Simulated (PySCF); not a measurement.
# Vertical excitation energies

Species: C₈H₁₀.
InChI=1S/C8H10/c1-8-6-4-2-3-5-7-8/h2-6H,7H2,1H3

Theory: TDDFT CAM-B3LYP/def2-SVPD, vertical, gas phase, core orbitals frozen in the response (PySCF 2.14.0, density-fitted response routines). Isolated species at its GFN2-xTB geometry (one conformer only).

Q: What does the calculation give for the low-lying excited states?

A: 

```csv
state,E (eV),λ (nm),f,|μ| (D),"main configurations (H = HOMO, L = LUMO)"
S1,4.81,257.6,0.113,2.49,H→L (95%)
S2,5.33,232.6,0.015,0.85,"H-1→L (70%), H→L+2 (22%)"
S3,6.25,198.5,0.0011,0.22,"H→L+1 (75%), H→L+2 (15%)"
S4,6.50,190.7,0.353,3.79,"H→L+2 (56%), H-1→L (21%), H→L+1 (13%)"
S5,6.76,183.4,0.028,1.05,"H-1→L+2 (74%), H-2→L (13%)"
S6,6.80,182.2,0.017,0.82,"H→L+3 (40%), H-1→L+1 (34%), H→L+4 (15%)"
S7,7.00,177.2,0.064,1.56,"H→L+4 (69%), H→L+3 (18%)"
S8,7.24,171.2,0.031,1.06,"H-2→L (44%), H-1→L+2 (13%), H-1→L+1 (12%)"
```

Triplets, Tamm–Dancoff:

```csv
state,E (eV),λ (nm),"main configurations (H = HOMO, L = LUMO)"
T1,3.22,385.6,H→L (88%)
T2,4.01,309.0,"H-1→L (66%), H→L+2 (20%)"
T3,5.07,244.8,"H-1→L+2 (27%), H→L+2 (19%), H-2→L (14%)"
```

The lowest singlet lies at 4.81 eV (258 nm, ultraviolet) and is of moderate strength; its leading configuration is HOMO→LUMO (95%). The most intense listed level is S4 at 6.50 eV (191 nm, f = 0.353), 1.69 eV above S1. Löwdin shares by element: HOMO carbon 62% or more (atoms not listed hold the other 38%); LUMO carbon 66% or more (atoms not listed hold the other 34%). Of the 8 states listed, 7 reach f = 0.01 and none stays under 0.0005. Orbital energies (eV): HOMO-3 -10.96, HOMO-2 -10.23, HOMO-1 -8.34, HOMO -7.48, LUMO 0.33, LUMO+1 1.40, LUMO+2 1.55. The listed states span 2.43 eV, and the widest gap between neighbours is 0.92 eV (S2 to S3). The window holds the lowest 8 singlets.
